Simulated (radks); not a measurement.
Results of a calculation; reference values are marked as such.
Task: Radial electron density D(r) = 4 pi r^2 rho(r) of an atom or ion with 21 electrons. Level of theory: scalar-relativistic Kohn-Sham, AM05, spin-polarised, spherical densities, point nucleus (a radial shooting solver on a logarithmic mesh with Libxc functionals).

r (bohr),D(r) (e/bohr),spin D(r)
0.003237,0.9928,-0.0000720
0.003679,1.252,-0.0000908
0.004215,1.597,-0.000116
0.004791,2.002,-0.000145
0.005445,2.501,-0.000181
0.006239,3.153,-0.000228
0.00709,3.902,-0.000282
0.008059,4.804,-0.000347
0.009159,5.879,-0.000425
0.01049,7.231,-0.000522
0.01193,8.715,-0.000628
0.01355,10.41,-0.000750
0.01553,12.44,-0.000894
0.01765,14.54,-0.00104
0.02006,16.77,-0.00120
0.02298,19.20,-0.00137
0.02612,21.45,-0.00154
0.02969,23.52,-0.00169
0.03401,25.36,-0.00183
0.03866,26.59,-0.00194
0.04394,27.22,-0.00203
0.05034,27.13,-0.00209
0.05721,26.36,-0.00211
0.06502,25.06,-0.00205
0.0745,23.40,-0.00182
0.08467,21.95,-0.00120
0.09623,21.02,0.000296
0.1102,20.98,0.00387
0.1253,21.98,0.0108
0.1424,23.85,0.0239
0.1619,26.14,0.0471
0.1854,28.29,0.0895
0.2108,29.26,0.154
0.2395,28.63,0.253
0.2744,26.02,0.406
0.3119,22.11,0.607
0.3545,17.60,0.868
0.4062,13.26,1.21
0.4616,10.44,1.58
0.5247,9.204,1.97
0.6011,9.299,2.35
0.6832,9.973,2.62
0.7765,10.41,2.75
0.8896,10.02,2.69
1.011,8.764,2.47
1.149,6.971,2.11
1.317,5.001,1.66
1.496,3.492,1.22
1.701,2.471,0.837
1.948,1.840,0.505
2.214,1.479,0.276
2.517,1.178,0.123
2.86,0.8658,0.0364
3.277,0.5416,-0.00307
3.725,0.2958,-0.0116
4.233,0.1352,-0.00893
4.85,0.04733,-0.00432
5.512,0.01404,-0.00160
6.265,0.003256,-0.000445
7.178,0.0005091,-0.0000826

What is the nuclear charge?

Result: Z = 23. The innermost maximum, from 1s, lies near gamma/Z bohr with gamma = sqrt(1 - (Z/c)^2) = 0.986, here 0.0429 bohr (found: 0.0465), and its height grows with Z. The density is that of the vanadium ion V2+ in [Ne] 3p6 3d3 4s2; the configuration itself is not fixed sharply by these data, and Z only to about a unit. D(r) has 3 maxima, at r = 0.0465, 0.214, 0.789 bohr, and minima at 0.103, 0.555 bohr, inside which lie 2.13, 10.71 electrons.
